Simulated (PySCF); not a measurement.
**How methods differ on the excitation energy of I**

I [Kr] 4d10 5s2 5p5 (2P) → I [Kr] 4d10 5s1 5p5 5d1 (high-spin determinant), as a difference of total energies. All numbers are calculated (PySCF 2.14, a scalar-relativistic core potential, in aug-cc-pwCVDZ-PP with ECP28MDF (6s5p4d1f, 48 functions)). Correlated levels: valence: 4s2 4p6 4d10 frozen; valence and next inner shell: nothing frozen outside the core potential. The calculations carry no spin-orbit coupling.

```tsv
method	excitation energy (eV)
UHF	20.742
LDA	20.332
PBE	19.933
PBE0	20.290
r2SCAN	20.272
wB97X-V	20.918
BLYP	20.124
M06	20.188
MN15	20.509
MP2 (valence)	20.401
SCS-MP2 (valence)	20.256
MP2 (valence and next inner shell)	20.660
SCS-MP2 (valence and next inner shell)	20.441
```

**Question.** How much does correlation contribute at MP2 (valence and next inner shell)?

**Answer.** 20.660 − (20.742) = -0.082 eV, measured against UHF.

The upper state lies above the first ionisation limit, where it may autoionise and the basis confines it.

The promoted electron is Rydberg-like, and one or two diffuse shells describe it only roughly, which tends to raise the upper state.

In the upper state the promoted electron has a positive orbital energy at LDA, PBE, PBE0, r2SCAN, BLYP, M06, MN15, so the basis confines it.

The determinant of the upper state mixes LS terms, which raises its energy above the lowest term, most at the Hartree-Fock and MP2 levels.
